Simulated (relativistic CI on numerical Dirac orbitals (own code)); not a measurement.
## Slater and spin-orbit integrals, Hf27+

Computed by Dirac-Coulomb-Breit CI, KLI orbitals optimised for each configuration, a model potential for QED, unscaled Slater integrals (own radial code, finite nucleus).

Slater integrals F^k, G^k are unscaled and averaged over j, outside the closed core [Ar] 3d10; ζ comes from projecting the Hamiltonian with its Breit term on Σ l·s of the shell.

- 4s2 4p6 4d9: ζ(4d) = 44933 cm⁻¹; <r>(4d) = 0.4669, <r^2>(4d) = 0.2493 (bohr units).
- 4s2 4p5 4d10: ζ(4p) = 376490 cm⁻¹; <r>(4p) = 0.4574, <r^2>(4p) = 0.2368 (bohr units).
- 4s2 4p6 4d8 4f: F^2(4d,4d) = 215700, F^4(4d,4d) = 146450, ζ(4d) = 44910, F^2(4d,4f) = 214920, F^4(4d,4f) = 140230, G^1(4d,4f) = 229840, G^3(4d,4f) = 155800, G^5(4d,4f) = 113680, ζ(4f) = 7191.7 cm⁻¹; <r>(4d) = 0.4672, <r^2>(4d) = 0.2496, <r>(4f) = 0.4511, <r^2>(4f) = 0.2327 (bohr units).

(1) Give the Racah parameters of the d shell in 4s2 4p6 4d8 4f.

Averages of the first 10 configurations, taken without configuration mixing, which lowers the lowest level and can move excited configurations by several eV; other configurations of the list can lie among them:

```
    Configuration  Parity  States  Average energy above the lowest level (eV)
      4s2 4p6 4d9    even      10                                         7.2
     4s2 4p5 4d10     odd       6                                       208.4
   4s2 4p6 4d8 4f     odd     630                                       203.7
      4s 4p6 4d10    even       2                                       356.6
   4s2 4p5 4d9 4f    even     840                                       402.7
    4s 4p6 4d9 4f     odd     280                                       551.1
   4s2 4p6 4d8 5s    even      90                                       341.9
   4s2 4p6 4d8 5p     odd     270                                       400.2
4s2 4p6 4d7 4f 5s     odd    3360                                       538.6
   4s2 4p6 4d8 5d    even     450                                       479.1
```

Answers

(1) B = F²/49 − 5F⁴/441 = 2742 cm⁻¹ and C = 35F⁴/441 = 11623 cm⁻¹.
